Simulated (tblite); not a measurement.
Compound: C₄H₇Al.
Atom-mapped SMILES: `[AlH2:1][C@H:2]1[CH:3]=[CH:4][CH2:5]1` (hydrogens: H6, H7 on Al1; H8 on C2; H9 on C3; H10 on C4; H11, H12 on C5)

Computed with GFN2-xTB (tblite), gas phase: L-BFGS steps from a force-field or distance-geometry start until the largest atomic force falls under 0.01 eV/Å.

Geometry at step 0:
```
atom  x, y, z in Å
Al1     1.9227   -0.0269   -0.5971
C2      0.2524   -0.3658    0.4405
C3     -0.4795    0.8899    0.6671
C4     -1.5577    0.5360   -0.0176
C5     -0.9503   -0.7824   -0.3014
H6      2.2852    1.4612   -1.0525
H7      3.1552   -0.9833   -0.2781
H8      0.4716   -0.9482    1.3864
H9     -0.2277    1.7994    1.1960
H10    -2.4910    0.9900   -0.2392
H11    -0.8432   -0.9482   -1.3956
H12    -1.5365   -1.6224    0.1655
```

Q: What forces act on the atoms?

A: 
| atom | Fx (eV/Å) | Fy (eV/Å) | Fz (eV/Å) |
| --- | --- | --- | --- |
| Al1 | 0.878 | 0.476 | 0.907 |
| C2 | 2.207 | -0.233 | 1.275 |
| C3 | 0.215 | 1.736 | 0.909 |
| C4 | 0.123 | 0.002 | 0.204 |
| C5 | -3.057 | -2.241 | -1.496 |
| H6 | -0.189 | -0.511 | -0.244 |
| H7 | -0.274 | 0.155 | -0.436 |
| H8 | -0.191 | 0.370 | -0.696 |
| H9 | 0.065 | -0.037 | 0.070 |
| H10 | -0.363 | 0.168 | -0.234 |
| H11 | 0.062 | -0.317 | 0.355 |
| H12 | 0.524 | 0.431 | -0.614 |

The largest, 4.07 eV/Å, acts on C5; the rms over all components is 0.936 eV/Å. The forces sum to zero within rounding, as they must for an isolated molecule in no field.

Q: Give the force on C5 in Eh/bohr and in nN.

A: 4.075 eV/Å ÷ 51.422 = 0.07925 Eh/bohr, and 4.075 eV/Å × 1.602 = 6.53 nN.

Q: How far is this geometry from the end of the optimisation?

A: 0.469 eV above it, and 0.525 Å rms away after alignment. The bonds farthest from their final lengths, with half the difference of the two atoms' forces along the bond (positive lengthens):

```csv
bond,now (Å),final (Å),force along bond (eV/Å)
C2–C5,1.473,1.569,+3.13
Al1–H6,1.598,1.549,-0.42
Al1–H7,1.592,1.549,-0.48
C2–C3,1.471,1.511,+1.31
C2–H8,1.132,1.093,-1.21
C5–H12,1.126,1.088,-1.75
```

The angle farthest from its final value is Al1–C2–H8, 111.1° against 128.2°.

Of the 6 listed bonds off by 0.010 Å or more, this force points towards the final length in 6.

The cost below is that of the whole relaxation. Time: 0.58 s. Hardware: one thread of an Arm Neoverse N1 (shared host).
